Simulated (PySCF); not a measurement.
# Radial density of Bi³⁺ (bismuth, charge +3)

B3LYP, [Xe] 4f14 5d10 6s2, closed-shell 1S. Calculation: PySCF 2.14, in aug-cc-pwCVTZ-DK3 with one added diffuse shell each of s, d, f type (12s10p9d6f1g, 138 functions); scalar relativity by spin-free X2C-1e.

| r (bohr) | 4πr²ρ (e/bohr) |
| --- | --- |
| 0.0150 | 108.4 |
| 0.0252 | 108.6 |
| 0.0424 | 154.4 |
| 0.0714 | 131.6 |
| 0.120 | 143.5 |
| 0.202 | 99.15 |
| 0.340 | 100.3 |
| 0.571 | 43.16 |
| 0.961 | 23.30 |
| 1.62 | 6.807 |
| 2.72 | 0.7847 |
| 4.57 | 0.01030 |

Densities and radii are taken from the X2C orbitals without a picture-change correction, which distorts them close to the nucleus.

Spin-orbit coupling, which splits the p, d and f shells strongly at this Z, is absent.
